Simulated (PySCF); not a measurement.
**Question.** What does the PBE0-D3(BJ)/def2-SVP structure of `B(Br)(CB(F)Br)F` look like in three dimensions?

**Answer.** 
Z-matrix in Å and degrees, rows numbered from 1:
```
F 
B   1  1.3161
Br  2  1.9160  1  117.11
C   2  1.5617  1  120.63  3   177.84
B   4  1.5623  2  107.67  1   -93.17
F   5  1.3168  4  120.67  2   -86.63
Br  5  1.9163  4  122.05  2    91.17
H   4  1.0995  2  108.81  1    26.77
H   4  1.1004  2  109.76  1   149.24
```

B2 (three-coordinate boron) is planar (angles 122.2°, 120.6° and 117.1°, sum 360.0°, 0.02 Å off the plane of its three neighbours).

Computed, not measured: PySCF 2.14.0, PBE0-D3(BJ)/def2-SVP geometry optimisation, gas phase.

Point group: near C2, missed by 0.16 Å at most; the miss may be what the optimiser left on a soft mode. No frequency check. The numbers are those of one conformer (F1–B2–C4–B5 -93°, B2–C4–B5–F6 -87°).

Time: 3.6 min of wall time; peak memory 0.69 GiB. Hardware: Arm Neoverse V2, one thread, no GPU, shared host with 32 logical CPUs at a one-minute load of 32. This is the geometry optimisation.
